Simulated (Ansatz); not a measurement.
AuMg (`[Mg][Au]`) radical, relaxed with UKS PBE0-D4/def2-TZVP in the Gaussian-basis code of Ansatz from a GFN2-xTB geometry. The force threshold is 0.005 eV/Å; the program also tests the step.

Charge 0, multiplicity 2. Au: def2 effective core potential.

Start:

```xyz
2

Mg   -1.021   -0.778   -0.362
Au    1.021    0.778    0.362
```

| step | energy (eV) | largest force (eV/Å) | largest move (Å) |
| --- | --- | --- | --- |
| 1 | -9135.4049 | 0.727 | 0.000 |
| 2 | -9135.4850 | 0.325 | 0.062 |
| 3 | -9135.4968 | 0.119 | 0.022 |
| 4 | -9135.4984 | 0.018 | 0.013 |
| 5 | -9135.4984 | 0.002 | 0.002 |

End:

```xyz
2

Mg   -0.947   -0.722   -0.336
Au    0.947    0.722    0.336
```

It took 11 s on 2 threads of an AMD EPYC 7R13 on a shared host, with 0.2 GiB of host memory at the peak.
